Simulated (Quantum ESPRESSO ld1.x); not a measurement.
Values are calculated unless marked as measured or tabulated.
Coherent X-ray form factor from a spherical all-electron density. Code: ld1.x of Quantum ESPRESSO 7.5. Model: scalar-relativistic Kohn-Sham, PBE, spin-unpolarised, spherical densities, point nucleus.

sin(theta)/lambda (1/angstrom),f0 (electrons)
0.05,14.721
0.1,13.956
0.15,12.885
0.2,11.715
0.25,10.610
0.3,9.658
0.4,8.256
0.5,7.318
0.6,6.575
0.8,5.218
1,4.007
1.25,2.873
1.5,2.162
2,1.503

The species is in the configuration that NIST lists as its ground one. Which atom or ion scatters so?

Answer. The chlorine ion Cl2+, [Ne] 3s2 3p3. Extrapolating in s^2 from the first two rows gives f0(0) = 15.0, near the electron count 15; among species with that count, the fall with angle is slower the higher Z, and the table is that of Z = 17; from so few rows the species is fixed only to a neighbour or two.
